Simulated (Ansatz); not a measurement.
Input for Ansatz (a first-principles code): R-CCSD(T)/aug-cc-pVQZ on H2Se (SMILES [SeH2]). The run froze 14 orbitals, filled d shells among them.

Ansatz 0.2 input:
```yaml
crystal:
  periodic: [false, false, false]
  atoms:
    - {symbol: Se, position_ang: [-0.38030500, 0.20919291, 3.61573041]}
    - {symbol: H, position_ang: [0.94746516, 0.82889789, 3.73691167]}
    - {symbol: H, position_ang: [-0.22980910, 0.05655102, 2.14430554]}
basis:
  gaussian:
    orbitals: aug-cc-pVQZ
magnetization: {spin_polarized: false}
correlation: {method: ccsd_t, electrons: outside_noble_gas}
scf: {lower_state_search: off}
```

**Question.** Give the final energy of this run.

**Answer.** -2401.2658 hartree (reference determinant -2401.0520, T1 diagnostic 0.010).

**Question.** How many basis functions does it have, and what does it roughly cost on one machine?

**Answer.** 185 functions; around 15 core-seconds (rough).
